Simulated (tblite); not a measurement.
Parent: `[F:1][C@@H:2]1[CH2:3][SiH2:4][CH2:5][SiH2:6]1` with F1–C2–C3–Si4 -75°, C2–C3–Si4–C5 -38°, C3–Si4–C5–Si6 19°, Si4–C5–Si6–C2 0°, C3H9FSi2.

Structures optimised with GFN2-xTB, isolated species. One conformer each, not checked by frequencies here.

| coordinate of the parent | value |
| --- | --- |
| F1–C2 | 1.399 Å |
| C2–C3 | 1.524 Å |
| C3–Si4 | 1.908 Å |
| Si4–C5 | 1.913 Å |
| C5–Si6 | 1.905 Å |
| C2–Si6 | 1.927 Å |
| F1–C2–C3 | 108.3° |
| F1–C2–Si6 | 107.2° |
| C3–C2–Si6 | 110.1° |
| C2–C3–Si4 | 108.4° |
| C3–Si4–C5 | 98.9° |
| Si4–C5–Si6 | 107.0° |
| C2–Si6–C5 | 99.7° |

Problem. How does the shared frame change in `[F:1][C@@H:2]1[CH2:3][Si@H:4]([Cl:5])[CH2:6][SiH2:7]1` with F1–C2–C3–Si4 -166°, C2–C3–Si4–Cl5 148°, C3–Si4–C6–Si7 -4°, Si4–C6–Si7–C2 -16°, C3H8ClFSi2? Atoms pair as F1 = F1, C2 = C2, C3 = C3, Si4 = Si4, C5 = C6, Si6 = Si7 (parent first).

Solution. 
```tsv
parent	relative	value in the relative	change
F1–C2	F1–C2	1.393 Å	-0.006
C2–C3	C2–C3	1.524 Å	0.000
C3–Si4	C3–Si4	1.903 Å	-0.005
Si4–C5	Si4–C6	1.909 Å	-0.004
C5–Si6	C6–Si7	1.909 Å	+0.004
C2–Si6	C2–Si7	1.926 Å	-0.001
F1–C2–C3	F1–C2–C3	109.9°	+1.6
F1–C2–Si6	F1–C2–Si7	111.3°	+4.1
C3–C2–Si6	C3–C2–Si7	109.8°	-0.3
C2–C3–Si4	C2–C3–Si4	108.1°	-0.3
C3–Si4–C5	C3–Si4–C6	101.0°	+2.1
Si4–C5–Si6	Si4–C6–Si7	106.9°	-0.1
C2–Si6–C5	C2–Si7–C6	98.0°	-1.7
```

Of the parent's bonds, F1–C2 and C3–Si4 change most and about equally (-0.006 to -0.005 Å). Bonds of the relative outside the shared frame: Si4–Cl5 2.020 Å. Point group C1 → C1.

Problem. How does the shared frame change in `[F:1][C@@H:2]1[CH2:3][Si@@H:4]([PH2:5])[CH2:6][SiH2:7]1` with C3–Si4–P5–H -79° and -172°, F1–C2–C3–Si4 -74°, C2–C3–Si4–P5 -145°, C3–Si4–C6–Si7 7°, Si4–C6–Si7–C2 13°, C3H10FPSi2? Atoms pair as F1 = F1, C2 = C2, C3 = C3, Si4 = Si4, C5 = C6, Si6 = Si7 (parent first).

Solution. 
```csv
parent,relative,value in the relative,change
F1–C2,F1–C2,1.399 Å,0.000
C2–C3,C2–C3,1.521 Å,-0.003
C3–Si4,C3–Si4,1.912 Å,+0.004
Si4–C5,Si4–C6,1.915 Å,+0.002
C5–Si6,C6–Si7,1.903 Å,-0.002
C2–Si6,C2–Si7,1.923 Å,-0.004
F1–C2–C3,F1–C2–C3,108.4°,+0.1
F1–C2–Si6,F1–C2–Si7,107.0°,-0.2
C3–C2–Si6,C3–C2–Si7,109.9°,-0.2
C2–C3–Si4,C2–C3–Si4,107.8°,-0.6
C3–Si4–C5,C3–Si4–C6,100.9°,+2.0
Si4–C5–Si6,Si4–C6–Si7,106.5°,-0.5
C2–Si6–C5,C2–Si7–C6,99.0°,-0.7
```

Of the parent's bonds, C2–C3, C3–Si4 and C2–Si6 change most and about equally (-0.004 to +0.004 Å). Bonds of the relative outside the shared frame: Si4–P5 2.248 Å. Point group C1 → C1.

Problem. How does the shared frame change in `[CH3:1][C:2](=[O:3])[O:4][Si@@H:5]1[CH2:6][SiH2:7][C@H:8]([F:9])[CH2:10]1` with C1–C2–O4–Si5 178°, C2–O4–Si5–C6 -177°, O4–Si5–C6–Si7 -129°, Si5–C6–Si7–C8 -10°, C6–Si7–C8–F9 156°, Si7–C8–C10–Si5 -44°, C5H11FO2Si2? Atoms pair as F1 = F9, C2 = C8, C3 = C10, Si4 = Si5, C5 = C6, Si6 = Si7 (parent first).

Solution. 
| parent | relative | value in the relative | change |
| --- | --- | --- | --- |
| F1–C2 | F9–C8 | 1.394 Å | -0.005 |
| C2–C3 | C8–C10 | 1.523 Å | -0.001 |
| C3–Si4 | C10–Si5 | 1.896 Å | -0.012 |
| Si4–C5 | Si5–C6 | 1.900 Å | -0.013 |
| C5–Si6 | C6–Si7 | 1.903 Å | -0.002 |
| C2–Si6 | C8–Si7 | 1.924 Å | -0.003 |
| F1–C2–C3 | F9–C8–C10 | 110.0° | +1.7 |
| F1–C2–Si6 | F9–C8–Si7 | 111.3° | +4.1 |
| C3–C2–Si6 | C10–C8–Si7 | 109.8° | -0.3 |
| C2–C3–Si4 | C8–C10–Si5 | 106.7° | -1.7 |
| C3–Si4–C5 | C10–Si5–C6 | 101.6° | +2.7 |
| Si4–C5–Si6 | Si5–C6–Si7 | 106.0° | -1.0 |
| C2–Si6–C5 | C8–Si7–C6 | 99.2° | -0.5 |

Of the parent's bonds, C3–Si4 and Si4–C5 change most and about equally (-0.013 to -0.012 Å). Bonds of the relative outside the shared frame: C1–C2 1.502, C2=O3 1.201, C2–O4 1.328, O4–Si5 1.667 Å. Point group C1 → C1.

These are computed values.
